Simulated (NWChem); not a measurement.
Two isomers of C₂H₄F₂OSi, each optimised at PBE0/def2-SVP with NWChem. Flexible species stand in one conformer each, which need not be the lowest. 

A: O=C[SiH2]C(F)F
B: FC(F)=CO[SiH3]

Q: Which is lower in energy, by how much, and how do their other properties compare?

A: B is lower by 15.8 kcal/mol in electronic energy; with zero-point energies, B − A = -16.1 kcal/mol.
|  | A | B |
|---|---|---|
| highest occupied level (eV) | -7.33 | -6.75 |
| orbital gap (eV) | 5.47 | 7.11 |
| dipole (D) | 2.15 | 1.86 |
| highest harmonic frequency (cm⁻¹) | 3078 | 3200 |
| zero-point energy (kcal/mol) | 36.3 | 36.1 |
